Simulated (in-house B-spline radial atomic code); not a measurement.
RPA and G0W0 for S+, [Ne] 3s2 3p3, highest spin, as one setting changes: the share of exact exchange in the PBE hybrid start. A dash marks a level of low quasi-particle weight. Computed with an all-electron radial atomic-structure program (B-spline basis): all electrons, non-relativistic, point nucleus, each spin shell either full or empty, empty states to l = 9 with an (l + 1/2)⁻⁴ tail; G0W0 by contour deformation at full frequency.

| share of exact exchange in the PBE hybrid start | mean-field level (eV) | G0W0 level (eV) | RPA correlation (Eh) |
| --- | --- | --- | --- |
| 0 | -17.921 | 3p up -23.150 | -0.87953 |
| 0.1 | -18.548 | 3p up -23.260 | -0.86513 |
| 0.2 | ? | ? | ? |
| 0.3 | -19.806 | 3p up -23.425 | -0.83893 |
| 0.4 | ? | ? | ? |
| 0.5 | -21.067 | 3p up -23.543 | -0.81551 |
| 0.6 | -21.699 | 3p up -23.590 | -0.80465 |
| 0.7 | -22.332 | 3p up -23.629 | -0.79429 |
| 0.8 | -22.965 | 3p up -23.664 | -0.78438 |
| 0.9 | -23.600 | 3p up -23.694 | -0.77487 |
| 1 | -24.235 | 3p up -23.720 | -0.76574 |

(1) What belongs in the row for 0.2?

(2) What belongs in the row for 0.4?

(3) At what share of exact exchange does G0W0 leave the highest level unchanged?

Answers

(1) mean-field level (eV): -19.176; G0W0 level (eV): 3p up -23.350; RPA correlation (Eh): -0.85164.

(2) mean-field level (eV): -20.436; G0W0 level (eV): 3p up -23.489; RPA correlation (Eh): -0.82692.

(3) Near 0.92, where the shift changes sign (-0.094 eV at 0.9, +0.514 eV at 1).
